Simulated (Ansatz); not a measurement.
Computed with Ansatz on PBE0-D4/def2-TZVP structures; ΔE is electronic, products minus reactants. CBS: MP2 limit from def2 TZ/QZ plus the TZ coupled-cluster correction, frozen cores. DFT in def2-TZVPP. Each species was taken in one conformer, which may not be the lowest.

Reaction (formal exchange of groups at the Si–C bond): `C[SiH](O)CS` + `CO[SiH](O)F` → `C[Si@H](O)O[Si@@H](O)F` + `CCS`

```json
{"level": "PBE-D4", "ΔE (kJ/mol)": "-177.9"}
{"level": "B2PLYP", "ΔE (kJ/mol)": "-193.6"}
{"level": "HF/def2-TZVPP", "ΔE (kJ/mol)": "-202.2"}
{"level": "MP2/def2-TZVPP", "ΔE (kJ/mol)": "-198.3"}
{"level": "CCSD(T)/def2-TZVPP", "ΔE (kJ/mol)": "-193.5"}
{"level": "MP2/def2-QZVPP", "ΔE (kJ/mol)": "-199.4"}
{"level": "SCS-MP2/def2-QZVPP", "ΔE (kJ/mol)": "-197.8"}
{"level": "HF/CBS(def2)", "ΔE (kJ/mol)": "-203.7"}
```

Task: What does CCSD(T)/CBS give? (Estimate.)

Result: Ansatz gave: -194.6 kJ/mol. The listed levels differ from it by 16.7, 1.0, -7.6, -3.7, 1.1, -4.8, -3.2, -9.1 kJ/mol.

Largest T1 diagnostic among the species: 0.012.

From PBE to PBE0 (25 % exact exchange), in def2-TZVPP and without D4, ΔE moves by −7.2 kJ/mol. In def2-TZVPP, CCSD(T) changes the Hartree–Fock value by +8.7 kJ/mol (the triples alone add +2.0 kJ/mol) and MP2 by +3.9 kJ/mol.
